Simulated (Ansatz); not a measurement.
`C=[N][Al]([CH3])[SeH]`. Charge 0, multiplicity 1. Correlated methods include outer-core shells of Se, which these sets cover unevenly. Scalar relativity is left out up to krypton.

```xyz
11

C    -2.257    0.763    0.457
N    -1.074    0.493    0.192
Al    0.591    0.114   -0.182
C     1.293   -1.687   -0.012
Se    1.941    1.869   -0.897
H    -2.585    1.067    1.464
H    -3.060    0.716   -0.296
H     2.123   -1.720    0.699
H     0.524   -2.383    0.332
H     1.676   -2.052   -0.970
H     0.828    2.821   -0.786
```

Give the diagnostics of a CCSD(T)/def2-TZVPP run (frozen core, the Gaussian-basis code of Ansatz). (Best estimate.)

Ansatz gave: T1 = 0.0113, largest single amplitude 0.029, largest double 0.077, (T) share of the correlation energy 4.0 %, 9 CCSD cycles. The RHF solution is stable towards an unrestricted one. T1 lies under the customary mark of 0.02 for closed shells.
